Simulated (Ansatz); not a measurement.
Basis-set extrapolation for H$_{8}$OSi$_{4}$ (`O[Si@@H]1[SiH2][Si@H]1[SiH3]`) (PBE0-D4/def2-TZVP geometry, frozen core, the Gaussian-basis code of Ansatz). Multiplicity 1, RHF reference.

```json
{"": "HF", "def2-TZVPP": "-1235.321697", "def2-QZVPP": "-1235.360475"}
{"": "MP2 correlation", "def2-TZVPP": "-0.730617", "def2-QZVPP": "-0.787151"}
{"": "CCSD(T) correlation", "def2-TZVPP": "-0.834941", "def2-QZVPP": "not run"}
```

Energies in hartree. Use E(X) = E(∞) + A·exp(−7.88·√X) for Hartree–Fock and E(X) = E(∞) + B·X^(−2.97) for correlation, with X = 3 and 4, and add CCSD(T) minus MP2 of the smaller set to the MP2 limit.

Q: What is the CCSD(T) energy at the basis-set limit?

A: HF limit: -1235.360475 + (-0.038778) × 0.13774 = -1235.36582. MP2 limit: -0.787151 + (-0.056534) × 0.74074 = -0.82903. Higher-order term: -0.834941 − (-0.730617) = -0.10432. Total: -1236.29917 hartree, 374.2 kJ/mol below CCSD(T)/def2-TZVPP.
